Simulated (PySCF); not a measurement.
Isomers of C3H12B2N2, from PySCF 2.14.0, PBE0-D3(BJ)/def2-SVP geometry optimisation, gas phase. One conformer each, no zero-point energy, no frequencies.

Problem. Which is lowest in electronic energy at this level?
A. `[CH2:1]=[C:2]([CH3:3])[BH-:4]1[NH2+:5][BH2-:6][NH2+:7]1` with C1–C2–B4–N5 114°: A = 4374, B = 1856, C = 1471 MHz, dipole 0.48 D
B. `[CH2:1]=[CH:2][B@H-:3]1[NH2+:4][B@H-:5]([CH3:6])[NH2+:7]1` with C1–C2–B3–N4 13°: A = 6026, B = 1486, C = 1332 MHz, dipole 0.35 D
C. `[BH2-:1]1[NH2+:2][BH-:3]([CH:4]2[CH2:5][CH2:6]2)[NH2+:7]1` with N2–B3–C4–C5 163°: A = 5721, B = 1596, C = 1376 MHz, dipole 0.20 D

Solution. B. That is `C=C[B@H-]1[NH2+][B@H-](C)[NH2+]1`, 6.0 kcal/mol below the next.

| SMILES | mapped SMILES | E (Eh) | relative (kcal/mol) | relative (kJ/mol) | dipole (D) |
| --- | --- | --- | --- | --- | --- |
| C=C[B@H-]1[NH2+][B@H-](C)[NH2+]1 | [CH2:1]=[CH:2][B@H-:3]1[NH2+:4][B@H-:5]([CH3:6])[NH2+:7]1 | -280.30244 | 0.0 | 0.0 | 0.35 |
| C=C(C)[BH-]1[NH2+][BH2-][NH2+]1 | [CH2:1]=[C:2]([CH3:3])[BH-:4]1[NH2+:5][BH2-:6][NH2+:7]1 | -280.29292 | 6.0 | 25.0 | 0.48 |
| [BH2-]1[NH2+][BH-](C2CC2)[NH2+]1 | [BH2-:1]1[NH2+:2][BH-:3]([CH:4]2[CH2:5][CH2:6]2)[NH2+:7]1 | -280.28923 | 8.3 | 34.7 | 0.20 |

As drawn, the highest has a three-membered ring, which the lowest lacks.
